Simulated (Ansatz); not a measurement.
`[OH][SnH]([F])[Br]` + HBr → `[OH][SnH]([Br])[Br]` + H–F at 600 K and 1 bar (ligand exchange at the Sn–F bond).

Computed with Ansatz on PBE0-D4/def2-TZVP structures; ΔE is electronic, products minus reactants. CCSD(T)/CBS adds triple-zeta CCSD(T) − MP2 to the extrapolated MP2 energy (def2 sets, frozen cores). This one scheme is used for every species. def2 core potentials past Kr. For Br, Sn outer-core shells are correlated without core-valence functions, which leaves a few kJ/mol of doubt a bond. Scalar relativity is left out up to krypton. Each species was taken in one conformer, which may not be the lowest.

```csv
species,CCSD(T)/CBS energy (Eh),H − E (kJ/mol),S (J/(mol·K))
`[OH][SnH]([F])[Br]`,-2963.61162,110.7,426.7
HBr,-2573.91920,33.5,219.1
`[OH][SnH]([Br])[Br]`,-5437.15470,109.8,451.4
H–F,-100.39570,42.3,194.0
```

H − E and S are ideal-gas, rigid-rotor, harmonic terms from PBE0-D4/def2-TZVP, for one conformer and one mirror image of each species. 1 Eh = 2625.50 kJ/mol, R = 8.31446 J/(mol·K).

Q: By hand: ΔE, ΔH, ΔS and ΔG.

A: ΔE = (-5437.15470) + (-100.39570) − (-2963.61162) − (-2573.91920) = -0.01958 Eh = -51.4 kJ/mol. Δ(H − E) = 109.8 + 42.3 − 110.7 − 33.5 = 7.9, so ΔH = -43.5 kJ/mol. ΔS = 451.4 + 194.0 − 426.7 − 219.1 = -0.4 J/(mol·K). ΔG = -43.5 − 600 × (-0.4)/1000 = -43.3 kJ/mol.

Q: By hand: the equilibrium constant, and the temperature at which ΔG would vanish if ΔH and ΔS stayed fixed.

A: log₁₀ K = −ΔG/(RT ln 10) = 3.8. ΔG = 0 at ΔH/ΔS = 108750 K, far beyond where these terms or the molecules hold.

The number of gas molecules stays the same, so ΔS is small and ΔH decides. A doubt of 5 kJ/mol in ΔE shifts log₁₀ K by 0.4 here. Other conformers and mirror images would add mixing entropy, several J/(mol·K) or more a flexible species. These are equilibria of isolated gas molecules and say nothing of rates. Largest T1 diagnostic: 0.012 (customary marks: 0.02 for closed shells, 0.045 for open ones).
